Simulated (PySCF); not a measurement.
PySCF job for Cl2HNOW, SMILES [W](=[O])(=[NH])([Cl])[Cl], multiplicity 1, TDDFT-B3LYP/def2-SVPD. Coordinates come from a PBE-D3(BJ)/def2-SVP optimisation. The multiplicity is an assumed one; no other spin state was optimised. The structure was generated by enumeration; whether it is a known compound was not checked. The def2 effective core potentials stand for the cores of W; spin–orbit coupling is left out.

```python
import numpy as np
from pyscf import gto, scf, dft, tdscf

mol = gto.M(
    atom='''
    W     0.02429563   -0.19048586   -0.00000000
    O     1.45720022   -1.13289611    0.00000000
    N    -1.34373240   -1.29809563    0.00000000
    H    -1.65599329   -2.27620052    0.00000001
    Cl   -0.07039290    1.01535272   -1.94841277
    Cl   -0.07039290    1.01535272    1.94841277
    ''',
    basis='def2-SVPD',
    ecp={'W': 'def2-svp'},
    charge=0,
    spin=0,
    symmetry=True,
    max_memory=1600,
    verbose=4,
)
mf = dft.RKS(mol, xc='b3lyp').density_fit(auxbasis='def2-universal-jkfit')
mf.grids.level = 3
mf.conv_tol = 1e-9
mf.max_cycle = 100
mf.kernel()
mf.grids = dft.Grids(mol).set(level=1).build(with_non0tab=True)  # coarser grid for the response kernel
td = tdscf.TDDFT(mf)
td.singlet = True
td.nstates = 10
td.conv_tol = 1e-4
td.positive_eig_threshold = 1e-6
td.kernel(x0=td.get_init_guess(mf, 15))
td.analyze()
tt = tdscf.TDA(mf)
tt.singlet = False
tt.nstates = 4
tt.conv_tol = 1e-4
tt.positive_eig_threshold = 1e-6
tt.kernel(x0=tt.get_init_guess(mf, 9))
tt.analyze(verbose=3)
```

Output:

```
PySCF version 2.14.0

[INPUT] verbose = 4
[INPUT] num. atoms = 6
[INPUT] num. electrons = 64
[INPUT] charge = 0
[INPUT] spin (= nelec alpha-beta = 2S) = 0
[INPUT] symmetry True subgroup None
[INPUT] Mole.unit = angstrom
[INPUT] Symbol           X                Y                Z      unit          X                Y                Z       unit  Magmom
[INPUT]  1 W      0.024295630000  -0.190485860000   0.000000000000 AA    0.045912086724  -0.359966106002   0.000000000000 Bohr   0.0
[INPUT]  2 O      1.457200220000  -1.132896110000   0.000000000000 AA    2.753709324456  -2.140863375485   0.000000000000 Bohr   0.0
[INPUT]  3 N     -1.343732400000  -1.298095630000   0.000000000000 AA   -2.539286220705  -2.453045224195   0.000000000000 Bohr   0.0
[INPUT]  4 H     -1.655993290000  -2.276200520000   0.000000010000 AA   -3.129373782217  -4.301395587393   0.000000018897 Bohr   0.0
[INPUT]  5 Cl    -0.070392900000   1.015352720000  -1.948412770000 AA   -0.133023302114   1.918738560632  -3.681966512905 Bohr   0.0
[INPUT]  6 Cl    -0.070392900000   1.015352720000   1.948412770000 AA   -0.133023302114   1.918738560632   3.681966512905 Bohr   0.0

nuclear repulsion = 317.946190581335
point group symmetry = Cs
symmetry origin: [-4.72431528e-09  4.57191847e-10  1.52397263e-10]
symmetry axis x: [1.00000000e+00 1.30533497e-09 1.71617309e-10]
symmetry axis y: [ 1.30533497e-09 -1.00000000e+00 -3.55137678e-10]
symmetry axis z: [ 1.71617309e-10  3.55137694e-10 -1.00000000e+00]
num. orbitals of irrep A' = 87
num. orbitals of irrep A" = 53
number of shells = 56
number of NR pGTOs = 223
number of NR cGTOs = 140
basis = def2-SVPD
ecp = {'W': 'def2-svp'}


******** <class 'pyscf.df.df_jk.DFSymAdaptedRKS'> ********
method = DFSymAdaptedRKS
initial guess = minao
damping factor = 0
level_shift factor = 0
DIIS = <class 'pyscf.scf.diis.CDIIS'>
diis_start_cycle = 1
diis_space = 8
diis_damp = 0
SCF conv_tol = 1e-09
SCF conv_tol_grad = None
SCF max_cycles = 100
direct_scf = False
XC library pyscf.dft.libxc version 7.1.2
    S. Lehtola, C. Steigemann, M. J. T. Oliveira, and M. A. L. Marques,  SoftwareX 7, 1–5 (2018)
XC functionals = b3lyp
    P. J. Stephens, F. J. Devlin, C. F. Chabalowski, and M. J. Frisch,  J. Phys. Chem. 98, 11623 (1994)
radial grids:
    Treutler-Ahlrichs [JCP 102, 346 (1995); DOI:10.1063/1.469408] (M4) radial grids

becke partition: Becke, JCP 88, 2547 (1988); DOI:10.1063/1.454033
pruning grids: <function nwchem_prune>
grids dens level: 3
symmetrized grids: True
atomic radii adjust function: <function treutler_atomic_radii_adjust>
small_rho_cutoff = 0
Freeze 0 electrons in irreps []
    64 free electrons in irreps A' A"
Set gradient conv threshold to 3.16228e-05
Initial guess from minao.
tot grids = 99864
******** <class 'pyscf.df.df.DF'> ********
auxbasis = def2-universal-jkfit
init E= -1105.44965352066
HOMO (A") = -0.530601461372274  LUMO (A') = -0.328376294982203  gap/eV = 5.50283
cycle= 1 E= -1117.6018976882  delta_E= -12.2  |g|= 1.27  |ddm|= 7.54
HOMO (A') = -0.17730076792866  LUMO (A') = -0.113176612993907  gap/eV = 1.74491
cycle= 2 E= -1111.7427153051  delta_E= 5.86  |g|= 4.89  |ddm|= 5.02
HOMO (A') = -0.270168983679267  LUMO (A') = -0.0738598671074698  gap/eV = 5.34184
cycle= 3 E= -1117.88883656342  delta_E= -6.15  |g|= 0.437  |ddm|= 4.32
HOMO (A') = -0.340931120455693  LUMO (A') = -0.142105123172465  gap/eV = 5.41033
cycle= 4 E= -1117.92410775031  delta_E= -0.0353  |g|= 0.257  |ddm|= 0.736
HOMO (A') = -0.311829616835118  LUMO (A') = -0.128590051406928  gap/eV = 4.98620
cycle= 5 E= -1117.92317044743  delta_E= 0.000937  |g|= 0.257  |ddm|= 0.373
HOMO (A') = -0.317444626155954  LUMO (A') = -0.120366831847543  gap/eV = 5.36276
cycle= 6 E= -1117.93826315606  delta_E= -0.0151  |g|= 0.0356  |ddm|= 0.223
HOMO (A') = -0.319199981914948  LUMO (A') = -0.121876178360139  gap/eV = 5.36945
cycle= 7 E= -1117.93852987924  delta_E= -0.000267  |g|= 0.0161  |ddm|= 0.0365
HOMO (A') = -0.318744098167185  LUMO (A') = -0.121139036446444  gap/eV = 5.37711
cycle= 8 E= -1117.93858368584  delta_E= -5.38e-05  |g|= 0.00471  |ddm|= 0.0126
HOMO (A') = -0.318899999458275  LUMO (A') = -0.12120070447817  gap/eV = 5.37967
cycle= 9 E= -1117.93858769841  delta_E= -4.01e-06  |g|= 0.00158  |ddm|= 0.003
HOMO (A') = -0.318927983698703  LUMO (A') = -0.121160056065256  gap/eV = 5.38154
cycle= 10 E= -1117.93858817847  delta_E= -4.8e-07  |g|= 0.000312  |ddm|= 0.0014
HOMO (A') = -0.318917575522546  LUMO (A') = -0.12117072762336  gap/eV = 5.38097
cycle= 11 E= -1117.93858819932  delta_E= -2.09e-08  |g|= 2.38e-05  |ddm|= 0.000262
HOMO (A') = -0.318917353958412  LUMO (A') = -0.121171198843439  gap/eV = 5.38095
cycle= 12 E= -1117.93858819947  delta_E= -1.49e-10  |g|= 4.85e-06  |ddm|= 3.53e-05
HOMO (A') = -0.318918086888058  LUMO (A') = -0.121171043398493  gap/eV = 5.38097
Extra cycle  E= -1117.93858819945  delta_E= 2e-11  |g|= 1.12e-05  |ddm|= 1.66e-05
converged SCF energy = -1117.93858819945
tot grids = 34344
Overwritten attributes  positive_eig_threshold  of <class 'pyscf.tdscf.rks.TDDFT'>


******** <class 'pyscf.tdscf.rks.TDDFT'> for <class 'pyscf.df.df_jk.DFSymAdaptedRKS'> ********
nstates = 10 singlet
deg_eia_thresh = 1.000e-03
wfnsym = None
conv_tol = 0.0001
eigh lindep = 1e-12
eigh level_shift = 0
eigh max_cycle = 100


Excitation energies (eV)
[4.21584569 4.30301497 4.63534808 5.07120765 5.09169487 5.20385134
 5.30543856 5.63844047 5.65035194 5.76277393]

** Singlet excitation energies and oscillator strengths **
Excited State   1:   A'      4.21585 eV    294.09 nm  f=0.0082
      31 -> 34        0.14477
      31 -> 35        0.12015
      32 -> 33       -0.67648
Excited State   2:   A"      4.30301 eV    288.13 nm  f=0.0046
      31 -> 33       -0.67976
      32 -> 34        0.16257
Excited State   3:   A"      4.63535 eV    267.48 nm  f=0.0035
      31 -> 33        0.15887
      32 -> 34        0.66387
      32 -> 35        0.12577
Excited State   4:   A"      5.07121 eV    244.49 nm  f=0.0165
      28 -> 33        0.23788
      30 -> 33        0.64480
Excited State   5:   A"      5.09169 eV    243.50 nm  f=0.0002
      32 -> 34        0.11948
      32 -> 35       -0.67974
Excited State   6:   A'      5.20385 eV    238.25 nm  f=0.0062
      31 -> 34       -0.61821
      31 -> 35        0.31089
Excited State   7:   A'      5.30544 eV    233.69 nm  f=0.0005
      29 -> 33       -0.66235
      30 -> 34       -0.12129
      31 -> 35       -0.15947
Excited State   8:   A'      5.63844 eV    219.89 nm  f=0.0011
      27 -> 33        0.63621
      30 -> 34       -0.11776
      31 -> 35       -0.19642
      32 -> 36        0.15860
Excited State   9:   A'      5.65035 eV    219.43 nm  f=0.0025
      27 -> 33        0.14092
      30 -> 34       -0.38150
      31 -> 35        0.29021
      32 -> 36       -0.46674
Excited State  10:   A"      5.76277 eV    215.15 nm  f=0.0230
      28 -> 33       -0.56025
      29 -> 34        0.33951
      30 -> 33        0.16695
      31 -> 36        0.10664

** Transition electric dipole moments (AU) **
state          X           Y           Z        Dip. S.      Osc.
  1        -0.2326     -0.1597     -0.0000      0.0796      0.0082
  2        -0.0000     -0.0000      0.2094      0.0438      0.0046
  3        -0.0000     -0.0000     -0.1754      0.0308      0.0035
  4         0.0000     -0.0000      0.3644      0.1328      0.0165
  5         0.0000     -0.0000      0.0371      0.0014      0.0002
  6        -0.1200     -0.1842     -0.0000      0.0483      0.0062
  7        -0.0217      0.0548     -0.0000      0.0035      0.0005
  8        -0.0766     -0.0481     -0.0000      0.0082      0.0011
  9        -0.0026      0.1344      0.0000      0.0181      0.0025
 10         0.0000     -0.0000      0.4037      0.1630      0.0230

WARN: ECP detected. Skipping calculation of transition velocity and magnetic dipole moments, which have not yet been implemented.

Overwritten attributes  positive_eig_threshold  of <class 'pyscf.tdscf.rks.TDA'>


******** <class 'pyscf.tdscf.rks.TDA'> for <class 'pyscf.df.df_jk.DFSymAdaptedRKS'> ********
nstates = 4 triplet
deg_eia_thresh = 1.000e-03
wfnsym = None
conv_tol = 0.0001
eigh lindep = 1e-12
eigh level_shift = 0
eigh max_cycle = 100


Excitation energies (eV)
[3.65960983 3.99056963 4.24287066 4.30039688]

** Triplet excitation energies and oscillator strengths **
Excited State   1:   A'      3.65961 eV    338.79 nm  f=0.0000
Excited State   2:   A"      3.99057 eV    310.69 nm  f=0.0000
Excited State   3:   A'      4.24287 eV    292.22 nm  f=0.0000
Excited State   4:   A"      4.30040 eV    288.31 nm  f=0.0000
```

The run converged.

Cost: roughly 3 core-minutes.
